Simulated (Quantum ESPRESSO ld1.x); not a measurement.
The numbers below are computed, except where a source is named.
All-electron atom: Hf2+ in [Xe] 4f14 6d2 (not the ground configuration). Code: ld1.x of Quantum ESPRESSO 7.5. Model: scalar-relativistic Kohn-Sham, LDA (Slater exchange, Perdew-Zunger correlation), spin-polarised, spherical densities, point nucleus; open shells are filled with parallel spins first.

Normalised radial functions P(r) = r R(r), r in bohr:

| r | 5s up | 5s down | 5d down |
|---|---|---|---|
| 0.003398 | 0.1364 | 0.1364 | 0.0001 |
| 0.005447 | 0.1689 | 0.1690 | 0.0004 |
| 0.008733 | 0.1809 | 0.1810 | 0.0015 |
| 0.01411 | 0.1368 | 0.1368 | 0.0054 |
| 0.02263 | 0.0012 | 0.0012 | 0.0173 |
| 0.03627 | -0.1997 | -0.1998 | 0.0501 |
| 0.05862 | -0.2732 | -0.2733 | 0.1226 |
| 0.09398 | 0.0380 | 0.0380 | 0.2160 |
| 0.1507 | 0.4083 | 0.4085 | 0.2028 |
| 0.2435 | -0.0609 | -0.0609 | -0.0812 |
| 0.3904 | -0.5936 | -0.5939 | -0.3568 |
| 0.6258 | 0.3332 | 0.3335 | -0.0738 |
| 1.011 | 1.1193 | 1.1194 | 0.5609 |
| 1.621 | 0.5982 | 0.5979 | 0.8068 |
| 2.6 | 0.0889 | 0.0888 | 0.4887 |
| 4.201 | 0.0023 | 0.0022 | 0.1127 |
| 6.735 | 0.0000 | 0.0000 | 0.0068 |
| 10.8 | 0.0000 | 0.0000 | 0.0000 |

5s up: eigenvalue -95.035 eV, 4 radial nodes at r = 0.0227, 0.0905, 0.235, 0.555 bohr, <r> = 1.13 bohr, 90 % of the charge inside 1.62 bohr. 5s down: eigenvalue -94.916 eV, 4 radial nodes at r = 0.0227, 0.0905, 0.235, 0.554 bohr, <r> = 1.13 bohr, 90 % of the charge inside 1.62 bohr. 5d down (empty): eigenvalue -26.356 eV, 2 radial nodes at r = 0.219, 0.664 bohr, <r> = 1.85 bohr, 90 % of the charge inside 2.78 bohr.
